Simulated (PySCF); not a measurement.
## TDDFT excited states: C6H14OSi

C6H14OSi.
Z-matrix (Å and degrees, PBE0-D3(BJ)/def2-SVP geometry), rows numbered from 1:
```
C 
C   1  1.5266
Si  2  1.8843  1  114.31
C   3  1.8900  2  113.05  1   -60.70
C   4  1.5305  3  109.86  2  -162.06
O   5  1.4038  4  113.39  3    55.37
C   6  1.4036  5  115.19  4   -72.55
C   7  1.5306  6  113.33  5    72.71
H   1  1.1015  2  111.93  3   179.22
H   1  1.1020  2  111.64  3    59.10
H   1  1.1019  2  111.49  3   -60.61
H   2  1.1043  1  110.45  3   122.02
H   2  1.1045  1  110.57  3  -121.31
H   3  1.5028  2  109.77  1    61.03
H   4  1.1041  3  108.50  2   -43.02
H   4  1.1026  3  112.03  2    75.10
H   5  1.1018  4  110.72  3   174.19
H   5  1.1110  4  109.80  3   -68.02
H   7  1.1017  6  105.90  5  -165.72
H   7  1.1112  6  109.92  5   -50.60
H   8  1.1026  3  111.94  2   -75.11
H   8  1.1040  3  108.61  2    43.03
```

Theory: TDDFT B3LYP/def2-SVPD, vertical, gas phase, core orbitals frozen in the response in PySCF 2.14.0, density-fitted response routines.

Task: What does the calculation give for the low-lying excited states?

Result: 

```tsv
state	E (eV)	λ (nm)	f	main configurations (H = HOMO, L = LUMO)
S1	6.70	185.1	0.010	H→L+1 (90%)
S2	6.85	180.9	0.013	H→L (90%)
S3	7.01	177.0	0.023	H→L+2 (96%)
S4	7.25	171.0	0.022	H→L+3 (96%)
S5	7.38	168.0	0.011	H-1→L (51%), H-1→L+1 (46%)
S6	7.44	166.7	0.0053	H-1→L+1 (48%), H-1→L (43%)
S7	7.55	164.2	0.031	H→L+4 (62%), H-2→L+1 (15%), H-2→L (10%)
S8	7.55	164.2	0.0009	H-1→L+2 (48%), H-2→L (41%)
S9	7.62	162.6	0.0015	H-2→L (27%), H-1→L+2 (26%), H→L+4 (25%)
S10	7.71	160.8	0.035	H-2→L+1 (53%), H-1→L+2 (21%)
```

Triplets, Tamm–Dancoff:

```json
{"state": "T1", "E (eV)": "6.56", "λ (nm)": "188.9", "main configurations (H = HOMO, L = LUMO)": "H→L+1 (88%)"}
{"state": "T2", "E (eV)": "6.78", "λ (nm)": "182.9", "main configurations (H = HOMO, L = LUMO)": "H→L (86%)"}
{"state": "T3", "E (eV)": "6.93", "λ (nm)": "178.9", "main configurations (H = HOMO, L = LUMO)": "H→L+2 (93%)"}
{"state": "T4", "E (eV)": "7.18", "λ (nm)": "172.6", "main configurations (H = HOMO, L = LUMO)": "H→L+3 (91%)"}
```

The lowest singlet lies at 6.70 eV (185 nm, vacuum ultraviolet) and is weak; its leading configuration is HOMO→LUMO+1 (90%). The strongest level in the table is S10 at 7.71 eV (161 nm, f = 0.035). It is the last of those listed, so stronger ones may follow. S7/S8 lie within about 0.01 eV of each other. Löwdin shares by element: HOMO oxygen 50%, carbon 25% or more (atoms not listed hold the other 25%); LUMO carbon 31% or more, silicon 12%, hydrogen 7% or more (atoms not listed hold the other 49%). The oscillator strengths of these states sum to 0.152; summed over the whole spectrum of an exact calculation they would give the number of electrons, 72 (Thomas–Reiche–Kuhn). Weighted by f, the mean energy of these states is 7.33 eV. The listed states span 1.01 eV, and the widest gap between neighbours is 0.24 eV (S3 to S4). All these states lie below the vertical ionisation energy of 9.07 eV (ΔSCF). Singlets were solved by full linear response, triplets in the Tamm–Dancoff approximation.

One conformer stands for the species.

Without π bonds the low states are Rydberg-like; a valence basis with one diffuse set may place them up to an eV too high.
